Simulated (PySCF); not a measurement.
# Steps of a relaxation of Tb(SH)3

Tb(SH)3 (singlet in the valence; each metal's 4f electrons, 8 of them, lie in its core potential, out of spins and levels). PySCF 2.14.0, RKS PBE0, Tb lcecp-1-SVP with ECP54, S def2-SVP, H def2-SVP; non-relativistic Hamiltonian with scalar-relativistic core potentials where named; density fitting; no spin-orbit coupling. Origin of the start: displaced along the imaginary mode. Columns: position (Å) and force (eV/Å). Energies are counted from the last step; some of the 26 steps are shown. Forces carry noise of the integration grid, about 0.01 to 0.03 eV/Å.

Run from Python with OMP_NUM_THREADS=2. Where DIIS fails, smearing, a level shift and second-order steps follow.
It took 100 s on 2 threads of Arm Neoverse V2, with other jobs on the host, from the converged density of the start.

```xyz
7
step 0  E = 0.398 eV
Tb    0.0000    0.0000   -0.3367     0.00    0.00    0.03
S     2.4497    0.0069    0.5007    -0.13   -0.05    0.58
H     2.1408   -0.2500    1.8173     0.13    0.05   -0.59
S    -1.2308    2.1180    0.5007     0.11   -0.09    0.57
H    -0.8539    1.9790    1.8173    -0.10    0.09   -0.58
S    -1.2189   -2.1249    0.5007     0.02    0.14    0.57
H    -1.2869   -1.7290    1.8173    -0.02   -0.13   -0.58
```

```xyz
7
step 8  E = 0.105 eV
Tb    0.0000    0.0000   -0.0956     0.00    0.00    0.06
S     2.4030    0.4048    0.7380    -0.01   -0.47    0.33
H     2.3388   -0.7431    1.4996     0.05    0.46   -0.35
S    -1.5521    1.8786    0.7380     0.41    0.23    0.34
H    -0.5259    2.3970    1.4996    -0.42   -0.19   -0.36
S    -0.8509   -2.2835    0.7380    -0.40    0.24    0.33
H    -1.8129   -1.6539    1.4996     0.37   -0.27   -0.35
```

```xyz
7
step 17  E = 0.018 eV
Tb    0.0000    0.0000    0.4807     0.00    0.00    0.08
S     2.5334    0.3982    0.8589    -0.02   -0.10    0.02
H     2.8534   -0.8809    1.1866    -0.06    0.10   -0.05
S    -1.6116    1.9948    0.8589     0.09    0.03    0.02
H    -0.6638    2.9116    1.1866    -0.06   -0.10   -0.05
S    -0.9218   -2.3931    0.8589    -0.08    0.06    0.02
H    -2.1896   -2.0307    1.1866     0.12    0.00   -0.05
```

Question: Where does the relaxation end?

Answer: It converges at step 25 in C3, nearly C3h:
```xyz
7
step 25  E = 0
Tb    0.0000    0.0000    0.8901
S     2.5546    0.4165    0.9479
H     2.8739   -0.9002    0.9611
S    -1.6380    2.0041    0.9479
H    -0.6573    2.9390    0.9611
S    -0.9166   -2.4206    0.9479
H    -2.2165   -2.0387    0.9611
```

Question: How did the contacts change?

Answer: 
```csv
contact,start (Å),end (Å)
Tb1–S2 (SH),2.589,2.589
Tb1–S4 (SH),2.589,2.589
Tb1–S6 (SH),2.589,2.589
```


An lcecp potential fixes the number of 4f electrons, so in runs with it no electron can move into or out of that shell.
